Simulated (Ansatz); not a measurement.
# Worked example: SiH3Cl + NaI → SiH3I + NaCl

Gas-phase species: SiH3Cl (chlorosilane) `[SiH3]Cl`, singlet; NaI (Sodium Iodide), singlet; SiH3I `[SiH3]I`, singlet; NaCl, singlet. The partners trade Cl for I: Si–Cl and Na–I bonds give way to Si–I and Na–Cl.

Shapes, held fixed at every level: PBE0-D4/def2-TZVP. Programs: Ansatz 0.2.0. The zero-point and thermal change to 298 K, harmonic and unscaled (PBE0-D4/def2-TZVP), is -1.4 kJ/mol.

At CCSD(T)/def2-TZVPP; 1 Eh = 2625.50 kJ/mol:

```
species  energy (Eh)
 SiH3Cl  -750.619512
    NaI  -459.252961
  SiH3I  -588.021398
   NaCl  -621.834366
```

Problem. Work out ΔH(298 K) of the reaction at this level.

Solution. 
1. Products less reactants: (-588.021398) + (-621.834366) − [(-750.619512) + (-459.252961)] = 0.016709 Eh = +43.9 kJ/mol.
2. With the thermal change: +43.9 + (-1.4) = +42.5 kJ/mol.

Other levels give +40.4 (PBE0-D4/def2-TZVPP) to +56.2 kJ/mol (HF/def2-TZVPP). No measured value is set beside it here. For atoms past krypton def2 sets carry core potentials with scalar relativity. Outer-core shells of I, Na are correlated, in sets that cover them unevenly. Sets without diffuse functions underbind ionic bonds of s-block metals.
